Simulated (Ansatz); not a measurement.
Hg₆Te₃Br₆. Total charge 0; singlet. Geometry PBE-D4/def2-SVP, basis def2-SVP, Ansatz.

Cartesian coordinates in Å:
```
Hg 2.166 -0.462 0.893
Hg -1.634 1.198 1.507
Hg 0.396 -1.070 4.130
Hg -2.568 0.167 -2.171
Hg 0.472 2.566 -0.991
Hg 1.024 -1.160 -2.874
Te -0.762 -1.346 -0.865
Te 1.236 1.159 2.834
Te -1.984 3.250 -0.257
Br 2.769 1.696 -1.499
Br 0.042 -3.128 5.449
Br 2.460 -1.058 -4.880
Br -2.481 -0.847 2.812
Br -4.286 1.305 -3.548
Br 3.149 -2.271 -0.541
```

```tsv
run	HOMO (eV)	LUMO (eV)
A	-6.44	-4.09
B	-6.09	-4.04
C	-7.14	-3.42
D	-7.94	-2.57
```

In the def2 sets Hg, Te take a core potential; there is no spin–orbit coupling. Single mean-field runs in def2-SVP are fitted with def2-universal-jkfit. Another isomer (singlet) lies 0.36 eV lower at PBE0-D4/def2-TZVP; other spin states weren't run for this one.

The runs used BHLYP, PBE, PBE0, r2SCAN. Estimate which is which.

A r2SCAN (0 % exact exchange); B PBE (0 % exact exchange); C PBE0 (25 % exact exchange); D BHLYP (50 % exact exchange). Exact exchange lowers occupied and raises empty levels; among semilocal functionals meta-GGAs tend to open the gap a little, and such runs are hard to tell apart. The gap grows from 2.05 eV (PBE) to 5.37 eV (BHLYP).
